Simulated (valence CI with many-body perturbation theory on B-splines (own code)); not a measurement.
## Cr XI: E2, M1, M2 decay

Method: valence CI with perturbative core correlation (CI+MBPT): four valence electrons over a frozen Dirac-Fock core [Ne], a basis of 11 s, 11 p, 9 d, 7 f, 5 g, 2 h, 1 i functions for each j, with the one-electron correlation potential Σ1 (screened to all orders), the two-electron term Σ2, the three-electron term Σ3, Breit, model QED; selected single and double excitations, second order for the rest, scaled by the run's own slope (own B-spline code, finite nucleus).

No measured spectrum was set against this ion. As an estimate, levels of excited configurations hold to 0.05 to 0.15 % of their energy, terms of the ground configuration to about 0.5 %.

Lines 1 to 14 of 14 in falling wavelength, among levels below 87.282 eV, chosen from the decays that carry over 1 % of a level's rate. Wavelengths and rates use the calculated energies, so an error of 200 cm⁻¹ moves a line at 3984 Å by 0.8 % and its rate by three times that or more. Electric multipoles are in the length gauge, E1 and E2 with the static RPA response of the core. S is in atomic units (e²a₀⁴ for E2 and M2, e²a₀⁶ for E3), for M1 in squared Bohr magnetons. Weak lines are less certain than strong ones. Lines between different terms over intervals too small for the method are left out, as are lines whose strength nearly cancels.

| λ vac (Å) | Upper | Lower | Type | A (s⁻¹) | S (a.u.) |
| --- | --- | --- | --- | --- | --- |
| 18060 | 3s2 3p2 3P_1 | 3s2 3p2 3P_0 | M1 | 3.00e+00 | 1.97e+00 |
| 15850 | 3s2 3p 3d 3F°_4 | 3s2 3p 3d 3F°_3 | M1 | 5.09e+00 | 6.75e+00 |
| 15470 | 3s2 3p2 3P_2 | 3s2 3p2 3P_1 | M1 | 3.48e+00 | 2.38e+00 |
| 3984 | 3s2 3p2 1D_2 | 3s2 3p2 3P_2 | M1 | 3.08e+01 | 3.61e-01 |
| 3168 | 3s2 3p2 1D_2 | 3s2 3p2 3P_1 | M1 | 2.15e+01 | 1.27e-01 |
| 2626 | 3s2 3p2 1S_0 | 3s2 3p2 1D_2 | E2 | 6.64e+00 | 7.41e-01 |
| 1436 | 3s2 3p2 1S_0 | 3s2 3p2 3P_1 | M1 | 4.00e+02 | 4.39e-02 |
| 994.3 | 3s2 3p 3d 3F°_4 | 3s 3p3 3P°_2 | E2 | 1.62e+01 | 1.26e-01 |
| 738.4 | 3s2 3p 3d 3F°_4 | 3s 3p3 3D°_3 | E2 | 3.31e+00 | 5.83e-03 |
| 738.4 | 3s2 3p 3d 3F°_4 | 3s 3p3 3D°_3 | M1 | 3.19e+00 | 4.28e-04 |
| 730.4 | 3s2 3p 3d 3F°_4 | 3s 3p3 3D°_2 | E2 | 5.56e+00 | 9.30e-03 |
| 497.1 | 3s2 3p 3d 3F°_4 | 3s 3p3 5S°_2 | E2 | 1.92e+00 | 4.68e-04 |
| 292.2 | 3s2 3p 3d 3F°_4 | 3s2 3p2 1D_2 | M2 | 2.37e+01 | 4.05e-04 |
| 272.2 | 3s2 3p 3d 3F°_4 | 3s2 3p2 3P_2 | M2 | 1.45e+00 | 1.75e-05 |
